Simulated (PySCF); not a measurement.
# Correlation energy of P⁺ (phosphorus, charge +1)

[Ne] 3s2 3p2, high-spin 3P determinant. Computed with PySCF 2.14 in x2c-SVPall, with scalar relativity by spin-free X2C-1e. Frozen: [Ne]; 4 electrons correlated.

MP2 pair energies summed by pair of shells (mhartree):

| pair | energy | share (%) |
| --- | --- | --- |
| 3s-3p | -29.63 | 59.6 |
| 3s-3s | -14.96 | 30.1 |
| 3p-3p | -5.09 | 10.2 |

Total MP2 correlation energy: -49.68 mhartree.

Same-spin part -8.02 and opposite-spin part -41.66 mhartree; SCS-MP2 scales them by 1/3 and 6/5 to -52.66 mhartree.

```csv
level,correlation energy (mhartree)
CCSD,-69.72
(T),-0.95
CCSD(T),-70.67
```

Diagnostics: T1 = 0.0082, D1 = 0.0203, largest double amplitude 0.108.

Task: Is a single reference adequate?

Result: Mostly. T1 lies below 0.03, but a double amplitude of this size points to a near-degeneracy that CCSD handles and MP2 describes poorly.
